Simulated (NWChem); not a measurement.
System: C$_{2}$H$_{3}$ClOSi; SMILES [Si@@H](O)(C#C)Cl

Output (shortened):

```
             Northwest Computational Chemistry Package (NWChem) 7.3.0
             --------------------------------------------------------

                             Geometry "geometry" -> ""
                             -------------------------

 Output coordinates in angstroms (scale by  1.889725989 to convert to a.u.)

  No.       Tag          Charge          X              Y              Z
 ---- ---------------- ---------- -------------- -------------- --------------
    1 C                    6.0000     0.78122000     2.60803600    -0.23250500
    2 C                    6.0000     0.29936600     1.52143100     0.02837500
    3 Si                  14.0000    -0.45094200    -0.09658100     0.43400900
    4 O                    8.0000    -1.85726900    -0.32047500    -0.39590000
    5 Cl                  17.0000     0.94048200    -1.54295700    -0.05506900
    6 H                    1.0000     1.21172300     3.56752800    -0.46144400
    7 H                    1.0000    -0.77941200    -0.20950300     1.86854500
    8 H                    1.0000    -1.84379300    -0.15792200    -1.34437000

 Effective nuclear repulsion energy (a.u.)     253.5022155604

                                 NWChem DFT Module
                                 -----------------

 Summary of "ao basis" -> "ao basis" (spherical)
 ------------------------------------------------------------------------------
       Tag                 Description            Shells   Functions and Types
 ---------------- ------------------------------  ------  ---------------------
 C                          def2-svp                 6       14   3s2p1d
 Si                         def2-svp                 8       18   4s3p1d
 O                          def2-svp                 6       14   3s2p1d
 Cl                         def2-svp                 8       18   4s3p1d
 H                          def2-svp                 3        5   2s1p

 in cosmo_initialize ...
 calling solv_data for solv:etoac

 solvent parameters
 solvname_short: etoac
 solvname_long:  ethyl acetate
 dielec:        5.9867
 dielecinf:     1.8832
 nonaqueous SMD model solvent descriptors
 dielec:        5.9867
 sola:          0.0000
 solb:          0.4500
 solc:          0.0000
 solg:         33.6700
 solh:          0.0000
 soln:          1.3723

          ---------------
          -cosmo- solvent
          ---------------
 Cosmo: York-Karplus, doi: 10.1021/jp992097l
 dielectric constant -eps-     =   5.99
 screen = (eps-1)/(eps    )    =   0.83296
 surface charge correction     = lagrangian

   van der Waals surface
 --------------------------

 ---------- ATOMIC COORDINATES (A.U.) ------------ VDWR(ANG.) --
     1    1.47629174    4.92847341   -0.43937074     1.850
     2    0.56571971    2.87508770    0.05362097     1.850
     3   -0.85215682   -0.18251163    0.82015809     2.470
     4   -3.50972950   -0.60560994   -0.74814252     2.294
     5    1.77725328   -2.91576594   -0.10406532     2.380
     6    2.28982444    6.74165038   -0.87200272     1.200
     7   -1.47287511   -0.39590326    3.53103805     1.200
     8   -3.48426355   -0.29842931   -2.54049093     1.200
 number of segments per atom =        128
 number of   points per atom =        128
 atom (   nspa,  nppa )
 ----------------------
    1 (     82,     0 )       0
    2 (     43,     0 )       0
    3 (     46,     0 )       0
    4 (     84,     0 )       0
    5 (     89,     0 )       0
    6 (     51,     0 )       0
    7 (     29,     0 )       0
    8 (      1,     0 )       0
 number of -cosmo- surface points =      425
 molecular surface =    148.595 angstrom**2
 molecular volume  =    144.195 angstrom**3
 -lineq- algorithm             =   0
 -bem- low  level              =   3
 -bem- from -octahedral-
 gaussian surface charge width =   4.50000
 degree of switching           =   1.00000
 switching function tolerance  =   0.00010
 atomic radii =
 --------------
    1  6.000  1.850
    2  6.000  1.850
    3 14.000  2.470
    4  8.000  2.294
    5 17.000  2.380
    6  1.000  1.200
    7  1.000  1.200
    8  1.000  1.200
 ...... end of -cosmo- initialization ......

 nat:                     8
 ixmem:                  3618
 calling mnsol_interface()
 G(SMD-CDS) energy (kcal/mol)  =    -0.056
 SMD-CDS SASA (angstrom**2)    =   151.548

            General Information
            -------------------
          SCF calculation type: DFT
          Wavefunction type:  closed shell.
          No. of atoms     :     8
          No. of electrons :    54
           Alpha electrons :    27
            Beta electrons :    27
          Charge           :     0
          Spin multiplicity:     1
          Use of symmetry is: off; symmetry adaption is: off
          Maximum number of iterations: 150
          AO basis - number of functions:    93
                     number of shells:    43
          Convergence on energy requested:  1.00D-06
          Convergence on density requested:  1.00D-05
          Convergence on gradient requested:  5.00D-04

              XC Information
              --------------
                       M06-2X Method XC Functional
                     Hartree-Fock (Exact) Exchange  0.540
                        M06-2X Exchange Functional  1.000
                      M06-2X Correlation Potential  1.000

             Grid Information
             ----------------
          Grid used for XC integration:  medium
          Radial quadrature: Mura-Knowles
          Angular quadrature: Lebedev.
          Tag              B.-S. Rad. Rad. Pts. Rad. Cut. Ang. Pts.
          ---              ---------- --------- --------- ---------
          C                   0.70       49          11.0       434
          Si                  1.10       88          11.0       590
          O                   0.60       49          12.0       434
          Cl                  1.00       88          12.0       590
          H                   0.35       45          12.0       434
          Grid pruning is: on
          Number of quadrature shells:   458
          Spatial weights used:  Erf1

      Superposition of Atomic Density Guess
      -------------------------------------

 Sum of atomic energies:        -899.50067549

      Non-variational initial energy
      ------------------------------

 Total energy =    -901.289556
 1-e energy   =   -1745.039018
 2-e energy   =     590.247246
 HOMO         =      -0.361476
 LUMO         =       0.003740

   convergence    iter        energy       DeltaE   RMS-Dens  Diis-err
 ---------------- ----- ----------------- --------- --------- ---------
     COSMO gas phase
 d= 0,ls=0.0,diis     1   -902.4499849289 -1.16D+03  1.08D-02  6.13D-01
 d= 0,ls=0.0,diis     2   -902.4753097077 -2.53D-02  4.99D-03  5.14D-01
 d= 0,ls=0.0,diis     3   -902.5249530762 -4.96D-02  1.02D-03  1.82D-02
 d= 0,ls=0.0,diis     4   -902.5265109826 -1.56D-03  3.93D-04  1.54D-03
 d= 0,ls=0.0,diis     5   -902.5266993087 -1.88D-04  9.01D-05  8.10D-05
  Resetting Diis
 d= 0,ls=0.0,diis     6   -902.5267044635 -5.15D-06  4.28D-05  4.19D-05
 d= 0,ls=0.0,diis     7   -902.5267098686 -5.41D-06  1.86D-05  1.33D-06
 d= 0,ls=0.0,diis     8   -902.5267096499  2.19D-07  1.06D-05  3.05D-06
 d= 0,ls=0.0,diis     9   -902.5267100419 -3.92D-07  1.83D-06  4.46D-08

   convergence    iter        energy       DeltaE   RMS-Dens  Diis-err
 ---------------- ----- ----------------- --------- --------- ---------
     COSMO solvation phase
 d= 0,ls=0.0,diis     1   -902.5336150981 -6.91D-03  1.66D-03  1.94D-03
 d= 0,ls=0.0,diis     2   -902.5341473984 -5.32D-04  2.93D-04  5.33D-04
 d= 0,ls=0.0,diis     3   -902.5341798368 -3.24D-05  1.52D-04  3.15D-04
 d= 0,ls=0.0,diis     4   -902.5342200557 -4.02D-05  4.19D-05  2.08D-05
 d= 0,ls=0.0,diis     5   -902.5342226829 -2.63D-06  1.02D-05  9.90D-07
 d= 0,ls=0.0,diis     6   -902.5342228045 -1.22D-07  3.07D-06  1.51D-07

         Total DFT energy =     -902.534222804455
      One electron energy =    -1748.692068717710
           Coulomb energy =      662.132182379077
    Exchange-Corr. energy =      -69.654262503022
 Nuclear repulsion energy =      253.502215560411

             COSMO energy =        0.177710476788

 Numeric. integr. density =       54.000004898070

                                COSMO-SMD solvation results
                                ---------------------------

             internal energy in gas <Psi(g)|H|Psi(g)> =      -902.526710041927
         internal energy in solvent <Psi(s)|H|Psi(s)> =      -902.526025736975
                               delta internal energy  =         0.000684304952 (    0.43 kcal/mol)
   total free energy in solvent <Psi(s)|H+V/2|Psi(s)> =      -902.534133555020
 polarization energy contribution <Psi(s)|V/2|Psi(s)> =        -0.008107818045 (   -5.09 kcal/mol)
    total free energy in solvent including G(SMD-CDS) =      -902.534222804455
                       G(SMD-CDS) energy contribution =        -0.000089249435 (   -0.06 kcal/mol)
     1 M fixed-concentration free energy of solvation =        -0.007512762527 (   -4.71 kcal/mol)

                       DFT Final Molecular Orbital Analysis
                       ------------------------------------

 Vector   25  Occ=2.000000D+00  E=-3.851350D-01
              MO Center=  5.5D-01, -1.1D+00,  2.1D-01, r^2= 2.7D+00
   Bfn.  Coefficient  Atom+Function         Bfn.  Coefficient  Atom+Function
  ----- ------------  ---------------      ----- ------------  ---------------
    73      0.534911  5 Cl pz                70      0.390100  5 Cl pz
    67      0.224756  5 Cl pz                84     -0.200157  7 H  s
    72     -0.197318  5 Cl py                85     -0.165319  7 H  s
    69     -0.142225  5 Cl py                38     -0.102410  3 Si pz
    17      0.095624  2 C  s                 19     -0.091210  2 C  py

 Vector   26  Occ=2.000000D+00  E=-3.636574D-01
              MO Center=  4.2D-01,  1.8D+00, -2.2D-02, r^2= 2.2D+00
   Bfn.  Coefficient  Atom+Function         Bfn.  Coefficient  Atom+Function
  ----- ------------  ---------------      ----- ------------  ---------------
     6      0.392141  1 C  pz                20      0.391079  2 C  pz
    23      0.247217  2 C  pz                 9      0.227937  1 C  pz
    84     -0.110881  7 H  s                 51      0.088726  4 O  py
    71     -0.084284  5 Cl px                85     -0.079109  7 H  s
     4      0.074369  1 C  px                18      0.072505  2 C  px

 Vector   27  Occ=2.000000D+00  E=-3.603353D-01
              MO Center=  5.3D-01,  1.5D+00, -1.0D-01, r^2= 3.1D+00
   Bfn.  Coefficient  Atom+Function         Bfn.  Coefficient  Atom+Function
  ----- ------------  ---------------      ----- ------------  ---------------
     4      0.353222  1 C  px                18      0.338294  2 C  px
    72     -0.227580  5 Cl py                 7      0.206010  1 C  px
    21      0.199932  2 C  px                19     -0.178770  2 C  py
     5     -0.163119  1 C  py                69     -0.163665  5 Cl py
    71     -0.120614  5 Cl px                22     -0.117005  2 C  py

 Vector   28  Occ=0.000000D+00  E= 1.944173D-02
              MO Center=  1.4D-01,  1.2D+00,  1.2D-02, r^2= 4.1D+00
   Bfn.  Coefficient  Atom+Function         Bfn.  Coefficient  Atom+Function
  ----- ------------  ---------------      ----- ------------  ---------------
     9      0.421341  1 C  pz                39     -0.423206  3 Si px
    49     -0.401251  4 O  s                 41     -0.367639  3 Si pz
    23     -0.328195  2 C  pz                 7      0.313510  1 C  px
     6      0.288610  1 C  pz                85      0.261606  7 H  s
    21     -0.233880  2 C  px                 4      0.212443  1 C  px

 Vector   29  Occ=0.000000D+00  E= 2.524848D-02
              MO Center=  2.6D-01,  1.4D+00,  5.6D-02, r^2= 3.7D+00
   Bfn.  Coefficient  Atom+Function         Bfn.  Coefficient  Atom+Function
  ----- ------------  ---------------      ----- ------------  ---------------
     7      0.391428  1 C  px                40      0.349596  3 Si py
    39     -0.341762  3 Si px                 9     -0.329078  1 C  pz
    21     -0.271955  2 C  px                64      0.272568  5 Cl s
    72      0.262452  5 Cl py                 4      0.258865  1 C  px
    23      0.256711  2 C  pz                22      0.245487  2 C  py

 Vector   30  Occ=0.000000D+00  E= 1.005913D-01
              MO Center= -1.1D+00, -2.5D-01, -3.5D-01, r^2= 5.3D+00
   Bfn.  Coefficient  Atom+Function         Bfn.  Coefficient  Atom+Function
  ----- ------------  ---------------      ----- ------------  ---------------
    90     -0.932507  8 H  s                 85      0.857798  7 H  s
    49      0.766101  4 O  s                 32     -0.688653  3 Si s
    40      0.520262  3 Si py                41     -0.374984  3 Si pz
    31     -0.335202  3 Si s                 71     -0.284607  5 Cl px
     9      0.226673  1 C  pz                64      0.226114  5 Cl s

     Multipole analysis of the density
     ---------------------------------

     L   x y z        total         alpha         beta         nuclear
     -   - - -        -----         -----         ----         -------
     0   0 0 0     -0.000000    -27.000000    -27.000000     54.000000

     1   1 0 0     -0.036872      0.086550      0.086550     -0.209971
     1   0 1 0      0.933602      2.516490      2.516490     -4.099379
     1   0 0 1     -0.481512     -1.006760     -1.006760      1.532008

     2   2 0 0    -33.449427   -115.203868   -115.203868    196.958309
     2   1 1 0      2.508983      0.474013      0.474013      1.560956
     2   1 0 1      1.414951     -2.303434     -2.303434      6.021818
     2   0 2 0    -27.799067   -208.379897   -208.379897    388.960727
     2   0 1 1     -1.232265      5.333251      5.333251    -11.898767
     2   0 0 2    -29.359072    -32.148193    -32.148193     34.937315
```

Level: M06-2X/def2-SVP, SMD on the gas-phase geometry. Geometry: optimised at PBE0/def2-SVP. Solvent: ethyl acetate.

Q: Reconstruct the input file.

A: One answer among several that fit: the input that was run:
```
start job
memory heap 200 mb stack 900 mb global 1100 mb
geometry units angstroms noautosym nocenter noautoz
  C      0.781220     2.608036    -0.232505
  C      0.299366     1.521431     0.028375
  Si    -0.450942    -0.096581     0.434009
  O     -1.857269    -0.320475    -0.395900
  Cl     0.940482    -1.542957    -0.055069
  H      1.211723     3.567528    -0.461444
  H     -0.779412    -0.209503     1.868545
  H     -1.843793    -0.157922    -1.344370
end
basis spherical
  * library def2-svp
end
dft
  xc m06-2x
  iterations 150
end
cosmo
  do_cosmo_smd true
  solvent etoac
end
task dft energy
```
